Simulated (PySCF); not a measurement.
Two species compared at the same levels of theory.

First species: Methyl(difluoro)silyl chloride, CH₃ClF₂Si.
Z-matrix (Å and degrees, PBE0-D3(BJ)/def2-SVP geometry), rows numbered from 1:
```
C 
Si  1  1.8356
F   2  1.6089  1  111.45
F   2  1.6088  1  110.91  3  -118.23
Cl  2  2.0398  1  112.30  3   120.86
H   1  1.0997  2  110.57  3   -62.92
H   1  1.1001  2  110.16  3   177.24
H   1  1.1004  2  110.31  3    57.37
```

Second species: C2H9NSi.
SMILES: `CN(C)[SiH3]`

Levels: PBE0/def2-SVPD for dipole moment, HOMO energy, LUMO energy, HOMO–LUMO gap, static isotropic polarisability and electronic spatial extent ⟨r²⟩ about the centre of nuclear charge; TDDFT PBE0/def2-SVPD for lowest singlet excitation; TDA PBE0/def2-SVPD for lowest triplet excitation (Tamm–Dancoff); ΔSCF PBE0/def2-SVPD for vertical ionisation energy; PBE0-D3(BJ)/def2-SVP for rotational constant A and rotational constant C. Geometries: PBE0-D3(BJ)/def2-SVP. Each structure is a single optimised conformer of the isolated species, non-relativistic unless stated; the electronic structure was computed with PySCF and density fitting.

Q: Which of the two has the higher vertical ionisation energy, and by how much?

A: The first: 12.11 eV against 8.31 eV, a difference of 3.80 eV.

Q: Which has the higher static isotropic polarisability?

A: The second: 63.5 au against 48.9 au, a difference of 14.6 au.

Q: Which has the higher rotational constant A?

A: The second: 8.414 GHz against 3.660 GHz, a difference of 4.754 GHz.

Q: Which has the higher S1 energy?

A: The first: 8.64 eV against 5.45 eV, a difference of 3.19 eV.

Q: Which has the higher dipole moment?

A: The first: 2.52 D against 0.91 D, a difference of 1.61 D.

Q: Which has the higher rotational constant C?

A: The second: 3.123 GHz against 2.271 GHz, a difference of 0.852 GHz.

Q: Which has the higher HOMO–LUMO gap?

A: The first: 9.85 eV against 6.77 eV, a difference of 3.08 eV.

Q: Which of the two has the higher HOMO energy, and by how much?

A: The second: -6.36 eV against -9.78 eV, a difference of 3.42 eV.

On the first: The vertical singlet–triplet gap S1 − T1 is 0.43 eV (TDDFT singlet less Tamm–Dancoff triplet; S1: HOMO→LUMO, weight 0.93; T1: HOMO→LUMO, weight 0.76). The dipole matches unit charges of opposite sign 0.53 Å apart (1 e·Å = 4.8032 D).

On the second: The principal polarisabilities are 56.3, 64.0 and 70.4 au; their mean is the isotropic value. The 10 singlets span 5.45 to 8.51 eV, and their oscillator strengths add up to 0.24.
